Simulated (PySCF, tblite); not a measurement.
# Complex of boron trichloride and LiCl

A gas-phase complex of boron trichloride and LiCl; neutral, singlet. The structure comes from a short search (6 tight-binding starts) and was relaxed by PBE0-D3(BJ)/def2-SVPD; another way of binding may lie lower. Frequencies by PBE0-D3(BJ)/def2-SVPD show no clear imaginary mode.

```csv
part,name,SMILES,atoms,charge,multiplicity
1,boron trichloride,ClB(Cl)Cl,1–4,0,1
2,LiCl,[Li][Cl],5–6,0,1
```

Coordinates in Å:
```
Cl1     0.650    1.230   -0.956
B2      0.050   -0.127   -0.014
Cl3    -1.282    0.189    1.088
Cl4     0.737   -1.699   -0.164
Li5    -1.168    2.632    0.246
Cl6    -1.996    4.500    0.469
```

```tsv
contact	kind (by geometry)	distance (Å)	angle (°)
Li5···Cl3	ion contact	2.586	-
Li5···Cl1	ion contact	2.592	-
```

Interaction energies are complex less parts, with the parts frozen as they stand in it; counterpoise-corrected, in kcal/mol (PySCF).

Problem. How strongly do the parts interact, level by level?

Solution. 
```csv
level,interaction,superposition error removed
wB97M-D3(BJ)/def2-SVPD,-8.40,-0.76
PBE0-D3(BJ)/def2-SVPD,-9.08,-0.83
```

Problem. What holds them together? Decompose the wB97M-D3(BJ)/def2-SVPD energy: frozen parts, their antisymmetrised product, then relaxation.

Solution. electrostatic -4.3, Pauli repulsion +3.9, orbital relaxation -7.3, dispersion correction -1.5 kcal/mol, which sum to the value before the counterpoise correction; the Pauli term holds the exchange-correlation of the frozen density too. Of the attraction, 56 % is orbital relaxation, 33 % is electrostatic, 11 % is dispersion correction.

The parts were also relaxed and run alone, at the levels used for the complex: shieldings by PBE0/pcSseg-2.

Values alone: shielding of Li5 (ppm): 87.8; shielding of Cl3 (ppm): 652.8; shielding of Cl1 (ppm): 652.8.

Problem. What does binding change?

Solution. 
| property | alone | in the complex | change |
| --- | --- | --- | --- |
| shielding of Li5 (ppm) | 87.8 | 87.8 | 0.0 |
| shielding of Cl3 (ppm) | 652.8 | 656.1 | +3.2 |
| shielding of Cl1 (ppm) | 652.8 | 657.1 | +4.3 |

Problem. What are the binding energy from relaxed parts (wB97M-D3(BJ)/def2-SVPD), and ΔH and ΔG of association at 298.15 K and 1 atm?

Solution. -8.09 kcal/mol, -7.49 with zero-point energy; ΔH -7.1 and ΔG +1.0 kcal/mol, from harmonic vibrations by PBE0-D3(BJ)/def2-SVPD with low modes damped.

The 4 runs behind this took 6.7 min in all, one thread each of Arm Neoverse V2 on a shared host, launched as `OMP_NUM_THREADS=1 python cluster_run.py task.json out`.
